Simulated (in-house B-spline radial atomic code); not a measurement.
Configurations of the oxygen ion O³⁺, with energies counted from [He] 2s2 2p1. All numbers are computed (non-relativistic M06-L, spin-polarised, spherical fractional occupations; point nucleus) with a B-spline radial code for spherical atoms, not measured. Shells without spins written out take the highest spin.

```json
{"configuration": "[He] 2s1 2p2", "E - E(ref) (eV)": "7.7144", "highest orbital": "2p up", "its <r> (bohr)": "0.9145"}
{"configuration": "[He] 2s2 3p(0 up, 1 down)", "E - E(ref) (eV)": "48.743", "highest orbital": "3p down", "its <r> (bohr)": "2.613"}
{"configuration": "[He] 2s2 3d(0 up, 1 down)", "E - E(ref) (eV)": "52.942", "highest orbital": "3d down", "its <r> (bohr)": "2.426"}
{"configuration": "[He] 2s(1 up, 0 down) 2p(0 up, 1 down) 3p(0 up, 1 down)", "E - E(ref) (eV)": "62.972", "highest orbital": "3p down", "its <r> (bohr)": "2.594"}
```

(1) Order these further configurations by energy, lowest first.
A. [He] 2s1 2p1 3d1
B. [He] 2s(1 up, 0 down) 2p(1 up, 0 down) 3d(0 up, 1 down)
C. [He] 2s2 3s1
D. [He] 2s1 2p1 3s1
E. [He] 2s1 2p1 3p1

Results:

(1) C (44.764 eV), D (54.101 eV), E (58.147 eV), B (60.834 eV), A (61.994 eV).
